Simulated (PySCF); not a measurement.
Cd(CN)2, C₂CdN₂ (singlet state).
SMILES: `N#[C][Cd][C]#N`

Method used: PBE0-D3(BJ)/def2-SVP geometry optimisation, gas phase, def2 core potentials past Kr (PySCF 2.14.0).

Take the most abundant isotopes and a rigid rotor. 

What are the moment of inertia and the rotational constant?

I = 388.068 u·Å², B = 505379 MHz·u·Å²/I = 1302 MHz (0.0434 cm⁻¹, or 0.063 K as hB/k).

List the first levels of a rigid rotor in a Σ state.

E(J) = BJ(J+1): J = 1: 0.087, J = 2: 0.261, J = 3: 0.521, J = 4: 0.869, J = 5: 1.303, J = 6: 1.824 cm⁻¹.

Has it a pure rotational spectrum?

Not by electric dipole: D∞h allows no dipole (computed 0.09 D). Rotational Raman lines (ΔJ = 2) lie at B(4J + 6), spaced by 4B = 0.174 cm⁻¹, with nuclear-spin weights that differ between even and odd J.

PBE0-D3(BJ)/def2-SVP frequencies: not computed here. These are rigid-rotor constants of the computed structure; measured ground-state constants (B0) also hold zero-point vibration.
